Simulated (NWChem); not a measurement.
CH₄NO cation; SMILES NC=[OH+]

```xyz
7

N      0.1804    -1.1064     0.0000
C     -0.4263     0.0395     0.0000
O      0.1193     1.1927     0.0000
H      1.1960    -1.2101     0.0000
H     -0.3668    -1.9672     0.0000
H     -1.5240     0.0589     0.0000
H      1.0933     1.2186     0.0000
```
Atoms are numbered in this order, from 1.

Computed with NWChem. Coordinates come from a PBE0/def2-SVP optimisation. Level: M05-2X/def2-SVP with SMD (1 M gas to 1 M solution), gas-phase geometry. Reactions with the solvent are ignored.

Task: Predict the results for solvent anisole. Quantities: solvation free energy (kcal/mol); cavity-dispersion-structure term (kcal/mol).

Result: 
```json
{
 "solvation free energy (kcal/mol)": "-55.5",
 "cavity-dispersion-structure term (kcal/mol)": "0.6"
}
```
